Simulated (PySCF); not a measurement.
```xyz
5

O     -1.0368    -0.5433    -0.7807
C     -0.5356     0.1965     0.0110
S      1.1592     0.1917     0.5117
H     -1.0914     0.9938     0.5378
H      1.5046    -0.8387    -0.2799
```

Charge 0, multiplicity 1.

Q: Give the Mulliken and meta-Löwdin atomic charges from PBE-D3(BJ)/def2-TZVP // PBE0-D3(BJ)/def2-TZVP run with PySCF 2.14.0.

A: 
| atom | Mulliken (e) | meta-Löwdin (e) |
|---|---|---|
| O1 | -0.21 | -0.35 |
| C2 | 0.08 | 0.14 |
| S3 | -0.13 | -0.01 |
| H4 | 0.10 | 0.10 |
| H5 | 0.17 | 0.12 |
